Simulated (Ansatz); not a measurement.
Consider the formal hydrolysis of a Ge–C bond: `O[CH2][GeH2][OH]` + H₂O → `[OH][GeH2][OH]` + CH₃OH.

Program: Ansatz. Geometries: PBE0-D4/def2-TZVP. ΔE: electronic, gas phase. CBS: MP2 limit from def2 TZ/QZ plus the TZ coupled-cluster correction, frozen cores. This one scheme is used for every species. For Ge outer-core shells are correlated without core-valence functions, which leaves a few kJ/mol of doubt a bond. Scalar relativity is left out up to krypton. One conformer a species, not always the lowest.

`O[CH2][GeH2][OH]`:

Cartesian coordinates in Å:
```
O 0.835 0.476 1.747
C 0.069 -0.361 0.900
Ge -0.118 0.566 -0.823
O -1.098 -0.473 -1.899
H 0.909 0.062 2.611
H -0.935 -0.552 1.300
H 0.551 -1.333 0.731
H 1.263 0.810 -1.464
H -0.916 1.867 -0.673
H -0.560 -1.063 -2.430
```

H₂O:

Z-matrix (Å, degrees):
```
O
H 1 0.960
H 1 0.960 2 105.1
```

`[OH][GeH2][OH]`:

Cartesian coordinates in Å:
```
O 0.173 -1.003 -1.187
Ge -0.483 0.009 0.117
O 0.682 0.158 1.446
H 0.637 -0.501 -1.859
H -0.801 1.405 -0.456
H -1.660 -0.757 0.713
H 1.451 0.688 1.226
```

CH₃OH:

```xyz
6

C    -0.079    0.149    0.313
O    -0.021    0.031   -1.090
H    -0.584    1.091    0.534
H     0.917    0.181    0.772
H    -0.654   -0.662    0.778
H     0.422   -0.791   -1.308
```

```csv
species,CCSD(T)/CBS(def2) energy (Eh)
`O[CH2][GeH2][OH]`,-2268.12451
H₂O,-76.37941
`[OH][GeH2][OH]`,-2228.90876
CH₃OH,-115.61712
```

Work out ΔE.

ΔE = (-2228.90876) + (-115.61712) − (-2268.12451) − (-76.37941) = -0.02196 Eh = -57.7 kJ/mol.

Largest T1 diagnostic among the species: 0.012.

In def2-TZVPP, CCSD(T) changes the Hartree–Fock value by +17.2 kJ/mol (the triples alone add +0.9 kJ/mol) and MP2 by +16.3 kJ/mol. The D4 term adds +4.6 kJ/mol with B3LYP and +2.6 kJ/mol with PBE0; it sums over pairs of atoms, weighted by their polarisabilities, and B3LYP, whose exchange is more repulsive, gets the larger term.

B3LYP here is the variant with VWN-RPA as its local correlation; programs differ in this.
